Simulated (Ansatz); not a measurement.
Pt₂H₂. The state is a singlet with charge 0. Geometry PBE0-D4/def2-TZVP, basis def2-TZVP, Ansatz.

Cartesian coordinates in Å:
```
Pt -0.3072 0.2610 1.2228
Pt 0.5251 -0.8966 -0.7603
H 1.4698 0.2304 -1.0951
H -1.6877 0.4052 0.6327
```

```tsv
run	HOMO (eV)	LUMO (eV)
A	-5.37	-4.14
B	-7.73	-2.35
C	-5.29	-4.04
D	-5.08	-4.28
E	-6.40	-3.30
F	-5.17	-4.32
```

In the def2 sets Pt takes a core potential; there is no spin–orbit coupling. The structure comes from a short search, and lower isomers may exist.

Task: The runs used B97M-V, BLYP, CAM-B3LYP, PBE, PBE0, r2SCAN. Estimate which is which.

Result: A r2SCAN (0 % exact exchange); B CAM-B3LYP (range-separated); C B97M-V (0 % exact exchange); D BLYP (0 % exact exchange); E PBE0 (25 % exact exchange); F PBE (0 % exact exchange). Exact exchange lowers occupied and raises empty levels; among semilocal functionals meta-GGAs tend to open the gap a little, and such runs are hard to tell apart. The gap grows from 0.80 eV (BLYP) to 5.37 eV (CAM-B3LYP).
